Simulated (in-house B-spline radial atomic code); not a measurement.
# RPA and G0W0 on B3LYP (VWN-RPA): neutral cadmium

Configuration [Kr] 4d10 5s2, mean-field start B3LYP (VWN-RPA). Computed with a B-spline radial code for spherical atoms: all electrons, non-relativistic, point nucleus, each spin shell either full or empty, empty states to l = 9 with an (l + 1/2)⁻⁴ tail; G0W0 by contour deformation at full frequency.

Without relativity these are model numbers: it shifts the levels of so heavy an element strongly and can reorder them.

Command:
```bash
python run_gw.py task.json out
```
Settings (radii: box in bohr, nucleus in fm):
```
Z                        48
electrons                48
configuration            [Kr] 4d10 5s2
hamiltonian              nr
method                   b3lyp
lmax                     9
spin_polarised           False
box_radius               40
intervals                57
ion_configuration        [Kr] 4d10 5s1
```

Time taken, with all properties: 11 s on 1 thread of Arm Neoverse N1, on a shared host.

Energies (hartree):

```tsv
term	value
mean-field total	-5467.60719
Hartree-Fock functional on these orbitals	-5465.10339
direct second order	-4.2026
second-order exchange	1.1579
SOSEX correction	1.0592
```

Q: What is the RPA correlation energy, and what remains with SOSEX?

A: RPA gives -3.619 hartree (-2.05 eV per electron); RPA + SOSEX gives -2.5598, and the second-order doubles -3.0447 hartree (no singles). SOSEX takes back 29 % of the RPA value.

Quasi-particle levels (eV):

```json
{"level": "5s", "occupied": "yes", "mean field": "-5.950", "Σx - vxc": "-1.21", "Σc": "?", "QP weight": "?", "G0W0": "?"}
{"level": "5p", "occupied": "no", "mean field": "-0.975", "Σx - vxc": "2.29", "Σc": "-0.88", "QP weight": "0.926", "G0W0": "0.431"}
```

G0W0 = mean field + (Σx - vxc) + Σc, with Σc (partial-wave tail included) taken at the quasi-particle energy. Only the outer levels were computed. Levels of low weight are left out. An empty level above zero is unbound and depends on the box.

Q: Where does G0W0 put 5s?

A: At -8.571 eV, with Σc = -1.41 eV and a quasi-particle weight of 0.874. The tabulated removal energy is 8.994 eV (NIST, measured); the calculation leaves out relativity, Breit and QED terms, and what these don't explain is the method's own error.

Q: What does it cost to remove one electron (to [Kr] 4d10 5s1) by differences of total energies, each species on its own start (correlation terms add to the Hartree-Fock functional)?

A: B3LYP (VWN-RPA) 8.569 eV, Hartree-Fock functional 6.839 eV, + RPA 8.696 eV, + RPA + SOSEX 8.259 eV, + second order 9.517 eV. Tabulated: 8.994 eV (NIST, measured); the calculation leaves out relativity, Breit and QED terms, and what these don't explain is the method's own error.
